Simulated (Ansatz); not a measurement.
Consider the cleavage of the Si–Si bond: `N[SiH2][SiH2]N` + `C[SiH2]O` → `C[SiH2]O[SiH2]N` + `N[SiH3]`.

Isolated molecules relaxed with PBE0-D4/def2-TZVP in Ansatz; ΔE leaves out vibrations. CCSD(T)/CBS is the MP2 limit (def2-TZVPP, def2-QZVPP) plus CCSD(T) − MP2 in def2-TZVPP, frozen cores. This one scheme is used for every species. Functionals use def2-TZVPP. B3LYP here is the variant with VWN-RPA as its local correlation; programs differ in this. One conformer a species, not always the lowest.

| level | ΔE (kJ/mol) |
| --- | --- |
| PBE0-D4 | -122.4 |
| ωB97X-V | -136.7 |
| B3LYP | -141.2 |
| SCS-MP2/def2-TZVPP | -151.3 |
| CCSD/def2-TZVPP | -144.4 |
| HF/def2-QZVPP | -171.3 |
| SCS-MP2/def2-QZVPP | -151.8 |
| MP2/CBS(def2) | -146.5 |

Problem. What does CCSD(T)/CBS give? (Best estimate.)

Solution. Computed: -140.1 kJ/mol. The listed levels differ from it by 17.7, 3.4, -1.1, -11.2, -4.3, -31.2, -11.7, -6.4 kJ/mol.

Largest T1 diagnostic among the species: 0.011.

In def2-TZVPP, CCSD(T) changes the Hartree–Fock value by +27.7 kJ/mol (the triples alone add +3.7 kJ/mol) and MP2 by +21.3 kJ/mol. From PBE to PBE0 (25 % exact exchange), in def2-TZVPP and without D4, ΔE moves by −9.2 kJ/mol.
